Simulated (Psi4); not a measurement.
Psi4 input (wB97X-D/6-311+G**):

```
memory 1500 MB

molecule {
0 1
O    -1.15154700    0.57711300    1.34339500
Si   -0.29104300    0.31754200   -0.03301300
O    -1.32849800   -0.12810400   -1.22268200
O     0.46136200    1.76028800   -0.32128900
Si    1.24392100   -1.43784900    0.14231600
H    -0.84068300    1.27281100    1.92913900
H    -2.15882400    0.35160700   -1.30524300
H     1.02332200    1.83542700   -1.09670900
H     0.56170300   -2.73283600    0.37254600
H     2.16973200   -1.17818300    1.27306800
H     2.05391400   -1.53891900   -1.09843700
symmetry c1
no_reorient
no_com
}

set {
  basis 6-311+G**
  reference rks
  scf_type df
  df_basis_scf def2-universal-jkfit
  dft_radial_points 99
  dft_spherical_points 590
  e_convergence 1e-8
  d_convergence 1e-7
  maxiter 150
}

e = energy('wb97x-d')
print_out(f'\nFINAL {e:.10f} DIPOLE {variable("CURRENT DIPOLE")[0]:.6f} {variable("CURRENT DIPOLE")[1]:.6f} {variable("CURRENT DIPOLE")[2]:.6f}\n')
```

From the output:

```
    One-Electron Energy =               -1746.2392582556244633
    Two-Electron Energy =                 672.4331475556317628
    DFT Exchange-Correlation Energy =     -50.0108608181715582
    Empirical Dispersion Energy =          -0.0038370590927504
    VV10 Nonlocal Energy =                  0.0000000000000000
    Total Energy =                       -808.4189360990279738

Computation Completed

Properties will be evaluated at   0.000000,   0.000000,   0.000000 [a0]

Properties computed using the SCF density matrix

 Multipole Moments:

 ------------------------------------------------------------------------------------
     Multipole            Electronic (a.u.)      Nuclear  (a.u.)        Total (a.u.)
 ------------------------------------------------------------------------------------

 L = 1.  Multiply by 2.5417464519 to convert [e a0] to [Debye]
 Dipole X            :          0.2039413           -0.0000151            0.2039262
 Dipole Y            :          0.5714648           -0.0000283            0.5714364
 Dipole Z            :         -0.1759282           -0.0000038           -0.1759320
 Magnitude           :                                                    0.6317258

 ------------------------------------------------------------------------------------

FINAL -808.4189360990 DIPOLE 0.203926 0.571436 -0.175932

*** Psi4 exiting successfully. Buy a developer a beer!
```

The geometry given is a B3LYP-D3(BJ)/def2-TZVP minimum.
